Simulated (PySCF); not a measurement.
Al(Br)(Me)(NH2) (CH₅AlBrN), SMILES [CH3][Al]([NH2])[Br]. Heavy atoms are numbered as in [Al:1]([Br:2])([CH3:3])[NH2:7]. Hydrogens are named by the atom that carries them.

The structure is a stationary point at TPSSh-D3(BJ)/def2-SVP. The structure was generated by enumeration; whether it is a known compound was not checked. Other conformers were not sampled.

Calculation: PBE/pcSseg-1 (PySCF).

GIAO shieldings, no solvent; atoms alike by connectivity are averaged. δ = σ(ref) − σ: ¹³C against TMS (σ = 182.0 ppm); ¹H against TMS (σ = 31.49 ppm); ¹⁵N against NH3 (σ = 267.0 ppm), references at their B3LYP-D3(BJ)/def2-TZVP geometries, non-relativistic (without spin–orbit terms, shifts of atoms bonded to Cl or Br come out too high).

```
nucleus     atoms  count  δ (ppm)
-------  --------  -----  -------
¹³C      C3 (CH3)      1    -10.0
¹H        H on N7      2     1.77
¹H        H on C3      3     0.11
¹⁵N      N7 (NH2)      1     54.2
```
